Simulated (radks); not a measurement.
Spherical quantum dot in the effective-mass picture: electrons in a parabolic well V = omega^2 r^2 / 2 with omega = 4.42, all in effective atomic units (hartree* = m*/eps^2 hartree, bohr* = eps/m* bohr), one dielectric constant everywhere. Calculated with a radial shooting solver with Libxc functionals: non-relativistic Kohn-Sham, r2SCAN, spin-polarised, spherical densities, generalised Kohn-Sham scheme. Levels are named by radial order and angular momentum (1s, 1p, 1d, 2s, ...), and open shells are averaged over m. Results are scaled to m* = 0.044 and eps = 4.4, for which hartree* = 61.84 meV and bohr* = 5.292 nm.

N = 13, configuration 1s2 1p6 1d(up 5, down 0). This is the lowest configuration that the search found. Occupied and some empty levels:

level,occupation,eigenvalue (meV),<r> (nm)
1s up,1,1284.4,3.396
1s down,1,1295.1,3.324
1p up,3,1481.5,4.352
1p down,3,1501.7,4.315
1d up,5,1695.1,5.072
1d down,0,1720.2,5.061
2s up,0,1720.8,4.577
2s down,0,1737.5,4.610
1f up,0,1921.6,5.675
1f down,0,1949.3,5.677
2p up,0,1956.3,5.246
2p down,0,1975.2,5.244

Energy (meV): total 14754.6, kinetic 3812.6, external 6198.2, Hartree 5551.6, exchange-correlation -807.81.

Electron density:

r (nm),n(r) (e/nm^3)
0.660,0.01367
1.37,0.01593
2.08,0.01850
2.79,0.01990
3.50,0.01895
4.20,0.01557
4.91,0.01085
5.62,0.006342
6.33,0.003083
7.04,0.001243
7.75,0.0004153
8.46,0.0001151
9.17,0.00002659
